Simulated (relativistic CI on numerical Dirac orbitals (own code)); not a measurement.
**Mo⁴⁺: L2,3 absorption edge**

Computed with this model: Dirac-Coulomb-Breit CI, orbitals from a KLI potential per configuration, model QED (radiative potential, 1s self-energy scaled to tabulated hydrogen-like ionisation energies), valence Slater integrals scaled by 0.9, multiplet model of core-to-valence dipole absorption; configurations [Kr] 4d2 → [He] 2s2 2p5 3s2 3p6 3d10 4s2 4p6 4d3; 300 K; Lorentzian 1.6 eV and Gaussian 0.5 eV FWHM. Energies are those of the free ion, without screening or charge transfer. The branching ratio is the share of the lower-energy edge in the whole absorption, uncertain by about 0.02 where the edges overlap. S is read from ⟨S²⟩ = S(S + 1).

Field parameters in Wybourne normalisation: Td as Oh with Dq negative (B⁴₀ = 21Dq, B⁴₄ = √(5/14) B⁴₀). The field is a parameter set, without covalency.

Computed curve for Td, 10Dq = -19400 cm⁻¹, scaled to 100 at the maximum (points under 2 are left out and the grid is thinned):

(Energy (eV), Intensity): (2521.50, 2.1), (2522.00, 2.4), (2522.50, 2.8), (2522.75, 3.0), (2523.25, 3.6), (2523.75, 4.4), (2524.25, 5.5), (2524.50, 6.3), (2525.00, 8.2), (2525.50, 11.3), (2526.00, 16.6), (2526.50, 25.8), (2526.75, 32.1), (2527.25, 48.9), (2527.75, 72.3), (2528.25, 91.4), (2528.50, 94.6), (2529.00, 98.1), (2529.50, 97.9), (2530.00, 77.5), (2530.50, 50.6), (2530.75, 40.3), (2531.25, 26.7), (2531.75, 18.6), (2532.25, 13.6), (2532.50, 11.8), (2533.00, 9.1), (2533.50, 7.1), (2534.00, 5.6), (2534.50, 4.5), (2534.75, 4.1), (2535.25, 3.4), (2535.75, 3.0), (2536.25, 2.6), (2536.75, 2.2), (2628.25, 2.1), (2628.75, 2.6), (2629.25, 3.3), (2629.75, 4.4), (2630.00, 5.2), (2630.50, 7.4), (2631.00, 11.6), (2631.50, 19.5), (2632.00, 32.4), (2632.25, 39.4), (2632.75, 48.0), (2633.25, 42.1), (2633.75, 32.8), (2634.00, 31.1), (2634.50, 30.0), (2635.00, 25.0), (2635.50, 17.1), (2636.00, 11.1), (2636.25, 9.2), (2636.75, 6.4), (2637.25, 4.7), (2637.75, 3.6), (2638.00, 3.2), (2638.50, 2.6), (2639.00, 2.1)

The ground state has S = 1.00, and the centroid lies at 2561.43 eV.
